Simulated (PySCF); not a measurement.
A structure optimised at B3LYP-D3(BJ)/def2-SVP, used in a PySCF frequency run:

```xyz
4

Sb    -0.3811    -0.4086     0.0000
F      1.2212    -1.4988     0.0000
Cl     0.2485     1.0096    -1.8028
Cl     0.2485     1.0096     1.8028
```

**Question.** Write its SMILES, formula and point group.

**Answer.** [F][Sb]([Cl])[Cl], Cl₂FSb, Cs

**Question.** What are its rotational constants (standard atomic weights)?

**Answer.** 2.7271, 1.8008, 1.3826 GHz
